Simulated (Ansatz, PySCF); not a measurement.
Gas-phase reaction in SMILES: NC1CC1 + 4 [H][H] (H2) -> 3 C (CH4) + N (NH3)
Each molecule is optimised on its own at B3LYP-D3(BJ)/def2-TZVP (Ansatz, a first-principles code), one conformer each, not searched for the lowest.

Quantity: energy of full hydrogenation (enthalpy at 298 K, with B3LYP-D3(BJ) rigid-rotor harmonic-oscillator terms from PySCF), in eV. Correlated levels leave the core frozen unless marked. No spin-orbit coupling. Non-relativistic. CBS marks a two-point X^-3 extrapolation of the correlation energy; Hartree-Fock from the larger set. [CCSD(T)-MP2]/basis is that difference in the basis named.

| level | program | energy of full hydrogenation (eV) | minus last row |
|---|---|---|---|
| r2SCAN-D3(BJ)/def2-TZVPD | Ansatz + dftd3 | -3.53 | 0.05 |
| LC-wPBE/def2-TZVPD | Ansatz | -3.59 | -0.01 |
| MP2/cc-pVTZ | Ansatz | -3.49 | 0.09 |
| SCS-MP2/aug-cc-pVDZ | Ansatz | -3.62 | -0.04 |
| SCS-MP2/aug-cc-pVTZ | Ansatz | -3.58 | 0.00 |
| RI-MP2/CBS(cc-pVTZ,cc-pVQZ)+[CCSD(T)-MP2]/cc-pVDZ | Ansatz | -3.59 | -0.01 |
| RI-MP2/CBS(aug-cc-pVTZ,aug-cc-pVQZ)+[CCSD(T)-MP2]/aug-cc-pVTZ | Ansatz | -3.58 | 0.00 |
